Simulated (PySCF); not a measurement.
**How far are cheaper levels from CCSD(T)/CBS for ZnH?**

PySCF; the state is a doublet (σ ↑). The composite is CCSD(T) extrapolated to the basis-set limit from two correlation-consistent sets, with core-valence (CV) and scalar-relativistic (SR) terms as its label shows; it has no spin–orbit coupling and nothing beyond (T). Here it is CCSD(T)/CBS(TQ)+CV. It gives Re = 1.582 Å, ωe = 1601 cm⁻¹ and De = 0.94 eV to Zn + H.

```json
{"level": "UHF-MP2", "basis": "x2c-TZVPPall", "relativity": "spin-free X2C", "Re (Å)": "1.552", "ωe (cm⁻¹)": "1727", "De (eV)": "0.87"}
{"level": "UHF-SCS-MP2", "basis": "pcseg-1", "relativity": "no relativity", "Re (Å)": "1.602", "ωe (cm⁻¹)": "1732", "De (eV)": "0.87"}
{"level": "UHF-SCS-MP2", "basis": "x2c-TZVPPall", "relativity": "spin-free X2C", "Re (Å)": "1.566", "ωe (cm⁻¹)": "1702", "De (eV)": "0.88"}
{"level": "PBE", "basis": "def2-TZVPPD", "relativity": "no relativity", "Re (Å)": "1.621", "ωe (cm⁻¹)": "1491", "De (eV)": "0.99"}
{"level": "r²SCAN", "basis": "def2-TZVPPD", "relativity": "no relativity", "Re (Å)": "1.598", "ωe (cm⁻¹)": "1574", "De (eV)": "1.23"}
{"level": "B3LYP", "basis": "def2-SVPD", "relativity": "no relativity", "Re (Å)": "1.614", "ωe (cm⁻¹)": "1531", "De (eV)": "1.22"}
{"level": "PBE0", "basis": "aug-pcseg-1", "relativity": "no relativity", "Re (Å)": "1.619", "ωe (cm⁻¹)": "1579", "De (eV)": "1.07"}
{"level": "r²SCAN0", "basis": "x2c-TZVPPall", "relativity": "spin-free X2C", "Re (Å)": "1.592", "ωe (cm⁻¹)": "1589", "De (eV)": "1.16"}
{"level": "M06", "basis": "pcseg-1", "relativity": "no relativity", "Re (Å)": "1.656", "ωe (cm⁻¹)": "1412", "De (eV)": "0.64"}
{"level": "HSE06", "basis": "pcseg-1", "relativity": "no relativity", "Re (Å)": "1.633", "ωe (cm⁻¹)": "1530", "De (eV)": "0.93"}
```

Q: Give the difference of each row from the composite.

A: 

```tsv
level	basis	ΔRe (pm)	Δωe (%)	ΔDe (eV)
UHF-MP2	x2c-TZVPPall	-3.0	+7.9	-0.07
UHF-SCS-MP2	pcseg-1	+2.0	+8.2	-0.07
UHF-SCS-MP2	x2c-TZVPPall	-1.6	+6.3	-0.06
PBE	def2-TZVPPD	+3.9	-6.9	+0.05
r²SCAN	def2-TZVPPD	+1.6	-1.7	+0.29
B3LYP	def2-SVPD	+3.2	-4.4	+0.28
PBE0	aug-pcseg-1	+3.7	-1.4	+0.13
r²SCAN0	x2c-TZVPPall	+1.0	-0.7	+0.22
M06	pcseg-1	+7.4	-11.8	-0.30
HSE06	pcseg-1	+5.1	-4.4	-0.01
```

Q: Which rows come closest in De?

A: HSE06 in pcseg-1 (-0.01 eV), counted from the composite.

Correlated steps freeze the inner cores (4 to 5 orbitals); shallow outer-core shells are correlated. Correlated levels converge slowly with the basis: in double zeta they bind strong bonds too weakly, by up to about 1 eV, and carry superposition errors of some tenths. The state is the lowest determinant that a PBE0 search found; another state may lie lower at other levels.
